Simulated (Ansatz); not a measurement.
Ansatz (a first-principles code) input (B3LYP-D3(BJ)/def2-TZVP):

Ansatz 0.2 input:
```yaml
crystal:
  periodic: [false, false, false]
  atoms:
    - {symbol: C, position_ang: [2.34908940, -0.02717239, 0.08801036]}
    - {symbol: C, position_ang: [1.00900185, -0.60929682, -0.10254426]}
    - {symbol: C, position_ang: [-0.10744636, 0.80668131, -0.27229162]}
    - {symbol: C, position_ang: [-1.44869135, 0.20101286, -0.42047962]}
    - {symbol: F, position_ang: [-1.89611827, -0.37915838, 0.72118312]}
    - {symbol: H, position_ang: [2.74478019, 0.49810858, -0.78136650]}
    - {symbol: H, position_ang: [2.46492242, 0.55628337, 0.99929257]}
    - {symbol: H, position_ang: [2.99567040, -0.92984869, 0.20423871]}
    - {symbol: H, position_ang: [0.53518582, -1.07558999, 0.75990524]}
    - {symbol: H, position_ang: [0.84671655, -1.14815609, -1.03188827]}
    - {symbol: H, position_ang: [0.06881950, 1.33341564, 0.66178801]}
    - {symbol: H, position_ang: [0.25604554, 1.33076276, -1.15219576]}
    - {symbol: H, position_ang: [-2.08019745, 1.10107474, -0.64134563]}
    - {symbol: H, position_ang: [-1.57859964, -0.48097471, -1.26524566]}
basis:
  gaussian:
    orbitals: def2-TZVP
hamiltonian:
  xc: b3lyp
  dispersion: d3bj
total_charge: 1
magnetization: {spin_polarized: true, initial_magnetization: 1}
phonons: {temperatures: {t_min: 298.15, t_max: 298.15, t_step: 100}}
```

Output:

```
Functional definition: B3LYP
integrals: 0.12 GiB planned
1272 factors; their error is unknown
0.29 GiB of the device are held for the grids
1.01 GiB of device memory are held for the factors and their scratch space
mean field: 1.18 GiB planned
mean field evaluation 1: about -6990.4120 eV, gradient 5.7e1 eV
mean field evaluation 2: about -6983.8103 eV, gradient 6.8e1 eV
mean field evaluation 4: about -7004.5683 eV, gradient 4.4e0 eV
mean field evaluation 8: about -7004.6471 eV, gradient 1.2e-1 eV
mean field evaluation 16: about -7004.6177 eV, gradient 6.5e-4 eV
mean field -7004.61766251 eV, -257.4149511968 hartree, gradient 8.5e-5 eV, S^2 0.752819; 0 other end points of the search recorded, 0 dependent functions left out
the calculation of the forces begins
reference -7004.61791682 eV, -257.4149605426 hartree; 21, 20 occupied and 188, 189 virtual orbitals, 1272 factors
these checks for a lower state are left out or cut short: stability, starts, cluster_reference, orbital_swaps, neighbouring_geometries, increment
integrals: 0.12 GiB planned
1272 factors; their error is unknown
0.29 GiB of the device are held for the grids
1.01 GiB of device memory are held for the factors and their scratch space
mean field: 1.18 GiB planned
mean field -7004.61758291 eV, -257.4149482715 hartree, gradient 1.4e-6 eV, S^2 0.752816; 0 other end points of the search recorded, 0 dependent functions left out
the calculation of the forces begins
reference -7004.61783725 eV, -257.4149576186 hartree; 21, 20 occupied and 188, 189 virtual orbitals, 1272 factors
these checks for a lower state are left out or cut short: stability, starts, cluster_reference, orbital_swaps, neighbouring_geometries, increment
integrals: 0.12 GiB planned
1272 factors; their error is unknown
0.29 GiB of the device are held for the grids
1.01 GiB of device memory are held for the factors and their scratch space
mean field: 1.18 GiB planned
mean field evaluation 32: about -7004.6175 eV, gradient 5.9e-3 eV
mean field -7004.61748033 eV, -257.4149445020 hartree, gradient 1.4e-6 eV, S^2 0.752823; 0 other end points of the search recorded, 0 dependent functions left out
the calculation of the forces begins
reference -7004.61773461 eV, -257.4149538465 hartree; 21, 20 occupied and 188, 189 virtual orbitals, 1272 factors
these checks for a lower state are left out or cut short: stability, starts, cluster_reference, orbital_swaps, neighbouring_geometries, increment
integrals: 0.12 GiB planned
1272 factors; their error is unknown
0.29 GiB of the device are held for the grids
1.01 GiB of device memory are held for the factors and their scratch space
mean field: 1.18 GiB planned
mean field -7004.61750291 eV, -257.4149453318 hartree, gradient 1.4e-6 eV, S^2 0.752825; 0 other end points of the search recorded, 0 dependent functions left out
the calculation of the forces begins
reference -7004.61775722 eV, -257.4149546774 hartree; 21, 20 occupied and 188, 189 virtual orbitals, 1272 factors
these checks for a lower state are left out or cut short: stability, starts, cluster_reference, orbital_swaps, neighbouring_geometries, increment
integrals: 0.12 GiB planned
1272 factors; their error is unknown
0.29 GiB of the device are held for the grids
1.01 GiB of device memory are held for the factors and their scratch space
mean field: 1.18 GiB planned
mean field -7004.61752419 eV, -257.4149461138 hartree, gradient 1.4e-6 eV, S^2 0.752814; 0 other end points of the search recorded, 0 dependent functions left out
[...]
mean field -7004.61764796 eV, -257.4149506623 hartree, gradient 1.4e-6 eV, S^2 0.752823; 0 other end points of the search recorded, 0 dependent functions left out
the calculation of the forces begins
reference -7004.61790230 eV, -257.4149600088 hartree; 21, 20 occupied and 188, 189 virtual orbitals, 1272 factors
these checks for a lower state are left out or cut short: stability, starts, cluster_reference, orbital_swaps, neighbouring_geometries, increment
integrals: 0.12 GiB planned
1272 factors; their error is unknown
0.29 GiB of the device are held for the grids
1.01 GiB of device memory are held for the factors and their scratch space
mean field: 1.18 GiB planned
mean field evaluation 544: about -7004.6176 eV, gradient 9.8e-7 eV
mean field -7004.61761444 eV, -257.4149494303 hartree, gradient 1.4e-6 eV, S^2 0.752824; 0 other end points of the search recorded, 0 dependent functions left out
the calculation of the forces begins
reference -7004.61786877 eV, -257.4149587767 hartree; 21, 20 occupied and 188, 189 virtual orbitals, 1272 factors
these checks for a lower state are left out or cut short: stability, starts, cluster_reference, orbital_swaps, neighbouring_geometries, increment
integrals: 0.12 GiB planned
1272 factors; their error is unknown
0.29 GiB of the device are held for the grids
1.01 GiB of device memory are held for the factors and their scratch space
mean field: 1.18 GiB planned
mean field -7004.61759792 eV, -257.4149488231 hartree, gradient 1.4e-6 eV, S^2 0.752815; 0 other end points of the search recorded, 0 dependent functions left out
the calculation of the forces begins
reference -7004.61785221 eV, -257.4149581684 hartree; 21, 20 occupied and 188, 189 virtual orbitals, 1272 factors
these checks for a lower state are left out or cut short: stability, starts, cluster_reference, orbital_swaps, neighbouring_geometries, increment
integrals: 0.12 GiB planned
1272 factors; their error is unknown
0.29 GiB of the device are held for the grids
1.01 GiB of device memory are held for the factors and their scratch space
mean field: 1.18 GiB planned
mean field -7004.61764304 eV, -257.4149504814 hartree, gradient 1.4e-6 eV, S^2 0.752820; 0 other end points of the search recorded, 0 dependent functions left out
the calculation of the forces begins
reference -7004.61789736 eV, -257.4149598275 hartree; 21, 20 occupied and 188, 189 virtual orbitals, 1272 factors
these checks for a lower state are left out or cut short: stability, starts, cluster_reference, orbital_swaps, neighbouring_geometries, increment
integrals: 0.12 GiB planned
1272 factors; their error is unknown
0.29 GiB of the device are held for the grids
1.01 GiB of device memory are held for the factors and their scratch space
mean field: 1.18 GiB planned
mean field -7004.61764995 eV, -257.4149507352 hartree, gradient 1.4e-6 eV, S^2 0.752819; 0 other end points of the search recorded, 0 dependent functions left out
the calculation of the forces begins
reference -7004.61790425 eV, -257.4149600808 hartree; 21, 20 occupied and 188, 189 virtual orbitals, 1272 factors
these checks for a lower state are left out or cut short: stability, starts, cluster_reference, orbital_swaps, neighbouring_geometries, increment
integrals: 0.12 GiB planned
1272 factors; their error is unknown
0.29 GiB of the device are held for the grids
1.01 GiB of device memory are held for the factors and their scratch space
mean field: 1.18 GiB planned
mean field -7004.61761744 eV, -257.4149495406 hartree, gradient 1.4e-6 eV, S^2 0.752819; 0 other end points of the search recorded, 0 dependent functions left out
the calculation of the forces begins
reference -7004.61787174 eV, -257.4149588861 hartree; 21, 20 occupied and 188, 189 virtual orbitals, 1272 factors
these checks for a lower state are left out or cut short: stability, starts, cluster_reference, orbital_swaps, neighbouring_geometries, increment
integrals: 0.12 GiB planned
1272 factors; their error is unknown
0.29 GiB of the device are held for the grids
1.01 GiB of device memory are held for the factors and their scratch space
mean field: 1.18 GiB planned
mean field evaluation 576: about -7004.6171 eV, gradient 4.4e-1 eV
mean field -7004.61767609 eV, -257.4149516958 hartree, gradient 1.4e-6 eV, S^2 0.752820; 0 other end points of the search recorded, 0 dependent functions left out
the calculation of the forces begins
reference -7004.61793041 eV, -257.4149610420 hartree; 21, 20 occupied and 188, 189 virtual orbitals, 1272 factors
these checks for a lower state are left out or cut short: stability, starts, cluster_reference, orbital_swaps, neighbouring_geometries, increment
integrals: 0.12 GiB planned
1272 factors; their error is unknown
0.29 GiB of the device are held for the grids
1.01 GiB of device memory are held for the factors and their scratch space
mean field: 1.18 GiB planned
mean field -7004.61760583 eV, -257.4149491139 hartree, gradient 1.4e-6 eV, S^2 0.752820; 0 other end points of the search recorded, 0 dependent functions left out
the calculation of the forces begins
reference -7004.61786014 eV, -257.4149584595 hartree; 21, 20 occupied and 188, 189 virtual orbitals, 1272 factors
these checks for a lower state are left out or cut short: stability, starts, cluster_reference, orbital_swaps, neighbouring_geometries, increment
integrals: 0.12 GiB planned
1272 factors; their error is unknown
0.29 GiB of the device are held for the grids
1.01 GiB of device memory are held for the factors and their scratch space
mean field: 1.18 GiB planned
mean field -7004.61761796 eV, -257.4149495598 hartree, gradient 1.4e-6 eV, S^2 0.752819; 0 other end points of the search recorded, 0 dependent functions left out
the calculation of the forces begins
reference -7004.61787228 eV, -257.4149589057 hartree; 21, 20 occupied and 188, 189 virtual orbitals, 1272 factors
these checks for a lower state are left out or cut short: stability, starts, cluster_reference, orbital_swaps, neighbouring_geometries, increment
integrals: 0.12 GiB planned
1272 factors; their error is unknown
0.29 GiB of the device are held for the grids
1.01 GiB of device memory are held for the factors and their scratch space
mean field: 1.18 GiB planned
mean field -7004.61758071 eV, -257.4149481908 hartree, gradient 1.4e-6 eV, S^2 0.752820; 0 other end points of the search recorded, 0 dependent functions left out
the calculation of the forces begins
reference -7004.61783502 eV, -257.4149575364 hartree; 21, 20 occupied and 188, 189 virtual orbitals, 1272 factors
these checks for a lower state are left out or cut short: stability, starts, cluster_reference, orbital_swaps, neighbouring_geometries, increment
integrals: 0.12 GiB planned
1272 factors; their error is unknown
0.29 GiB of the device are held for the grids
1.01 GiB of device memory are held for the factors and their scratch space
mean field: 1.18 GiB planned
mean field evaluation 608: about -7004.6176 eV, gradient 1.4e-6 eV
mean field -7004.61761096 eV, -257.4149493024 hartree, gradient 1.4e-6 eV, S^2 0.752819; 0 other end points of the search recorded, 0 dependent functions left out
the calculation of the forces begins
reference -7004.61786528 eV, -257.4149586485 hartree; 21, 20 occupied and 188, 189 virtual orbitals, 1272 factors
Total energy: -7005.02623083 eV, -257.4299658055 hartree
Atom 0 at     2.349089    -0.027172     0.088010 Å, force    -0.000611    -0.000735     0.001720 eV/Å
Atom 1 at     1.009002    -0.609297    -0.102544 Å, force     0.000452    -0.000586     0.000830 eV/Å
Atom 2 at    -0.107446     0.806681    -0.272292 Å, force    -0.000543     0.001047    -0.000018 eV/Å
Atom 3 at    -1.448691     0.201013    -0.420480 Å, force     0.001151    -0.000298    -0.000713 eV/Å
Atom 4 at    -1.896118    -0.379158     0.721183 Å, force    -0.000577     0.000072     0.000095 eV/Å
Atom 5 at     2.744780     0.498109    -0.781366 Å, force     0.000121     0.000083    -0.000611 eV/Å
Atom 6 at     2.464922     0.556283     0.999293 Å, force     0.000155     0.000129    -0.000524 eV/Å
Atom 7 at     2.995670    -0.929849     0.204239 Å, force    -0.000075     0.000209    -0.000616 eV/Å
Atom 8 at     0.535186    -1.075590     0.759905 Å, force     0.000242     0.000277    -0.000225 eV/Å
Atom 9 at     0.846717    -1.148156    -1.031888 Å, force     0.000183     0.000236    -0.000245 eV/Å
Atom 10 at     0.068820     1.333416     0.661788 Å, force    -0.000069    -0.000294    -0.000176 eV/Å
Atom 11 at     0.256046     1.330763    -1.152196 Å, force    -0.000226    -0.000216     0.000016 eV/Å
Atom 12 at    -2.080197     1.101075    -0.641346 Å, force    -0.000059     0.000172     0.000450 eV/Å
Atom 13 at    -1.578600    -0.480975    -1.265246 Å, force    -0.000145    -0.000096     0.000016 eV/Å
Dipole moment:     0.544743     0.220486    -0.430824 e Å
Vibrations: 74.09 132.07 171.96 237.07 265.84 373.27 493.61 722.81 781.23 817.35 834.64 858.59 908.89 1011.99 1075.06 1146.01 1166.60 1207.58 1222.16 1233.13 1305.19 1309.89 1332.08 1405.63 1466.67 1480.78 1504.53 2759.48 2825.44 3063.24 3073.86 3088.27 3106.63 3142.62 3175.16 3200.53 cm⁻¹, zero-point energy 3.221972 eV
```
